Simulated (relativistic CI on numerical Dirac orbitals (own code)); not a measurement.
**Mn²⁺: 3p photoemission**

Computed with this model: Dirac-Coulomb-Breit CI, separate exchange-only KLI orbitals for each configuration, model QED, valence Slater integrals scaled by 0.9, multiplet model of photoemission in the sudden approximation; configurations [Ar] 3d5 → [Ne] 3s2 3p5 3d5; 80 K; Lorentzian 0.56 eV and Gaussian 0.6 eV FWHM. Energies are those of the free ion, without screening or charge transfer. The energies are binding energies and can lie tens of eV above those of solids. S is read from ⟨S²⟩ = S(S + 1).

Field parameters in Wybourne normalisation: D3d B²₀ = −7Dσ, B⁴₀ = −14Dq − 21Dτ, B⁴₃ = −14√(10/7) Dq; Oh B⁴₀ = 21Dq, B⁴₄ = √(5/14) B⁴₀. The field is a parameter set, without covalency.

free ion: ground-state S = 2.50, centroid 82.05 eV. Peaks (eV, height): 75.6 (100), 79.2 (31), 96.9 (57).

Oh, 10Dq = 14850 cm⁻¹: ground-state S = 2.50, centroid 82.05 eV. Peaks (eV, height): 75.6 (100), 78.8 (24), 97.0 (56).

D3d, 10Dq = 20700, Dσ = 450, Dτ = 490 cm⁻¹: ground-state S = 2.50, centroid 82.05 eV. Peaks (eV, height): 75.6 (100), 78.2 (19), 79.4 (11), 97.0 (56).

Strongest unbroadened transitions for Oh, 10Dq = 14850 cm⁻¹:

```csv
Energy (eV),Relative strength
75.25,100.0
75.74,77.4
76.16,55.3
78.49,7.8
78.69,4.9
78.70,7.4
78.89,7.4
78.90,10.0
79.64,2.4
96.38,4.8
96.67,14.6
96.81,3.0
96.83,14.3
96.84,17.8
97.15,19.2
97.16,20.5
97.17,7.3
97.31,2.6
```
